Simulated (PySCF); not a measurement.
Q: What does the PBE0-D3(BJ)/def2-SVP structure of InChI=1S/C2H11GeNSi/c1-5(2)4-3/h4-5H,1-3H3 look like in three dimensions?

A: 
```xyz
16
C2H11GeNSi angstrom
C     -1.819    1.378   -0.574
Si    -0.617    0.388    0.473
C     -0.925   -1.456    0.320
N      1.014    0.700   -0.054
Ge     2.438   -0.458   -0.092
H     -2.855    1.228   -0.229
H     -1.758    1.076   -1.631
H     -1.604    2.457   -0.516
H     -0.837    0.781    1.909
H     -1.942   -1.705    0.661
H     -0.222   -2.041    0.934
H     -0.824   -1.789   -0.726
H      1.272    1.668   -0.220
H      2.237   -1.535   -1.178
H      2.621   -1.166    1.267
H      3.686    0.383   -0.416
```

Any rigid rotation of these coordinates is as good. Atoms count from 1 in this order. N4 (silicon-bound nitrogen) is almost planar (angles 128.2°, 117.3° and 113.6°, sum 359.2°, 0.08 Å off the plane of its three neighbours). Ge5 (germanium bonded to N and 3 H) is tetrahedral (angles from 106.8° to 111.3°). Si2 (SiH silicon) is tetrahedral (angles from 107.5° to 112.2°).

Bonds between heavy atoms (Å): C1–Si2 1.877, Si2–C3 1.876, Si2–N4 1.743, N4–Ge5 1.836.

Level of theory: PBE0-D3(BJ)/def2-SVP geometry optimisation, gas phase (PySCF 2.14.0).

Point group: C1 (no symmetry element, even within 0.4 Å). No frequency check. The numbers are those of one conformer (C1–Si2–N4–Ge5 -146°).

On an Arm Neoverse V1 with one thread (shared host), this took 2.4 min of wall time and 0.59 GiB of memory at its peak. This is the geometry optimisation.
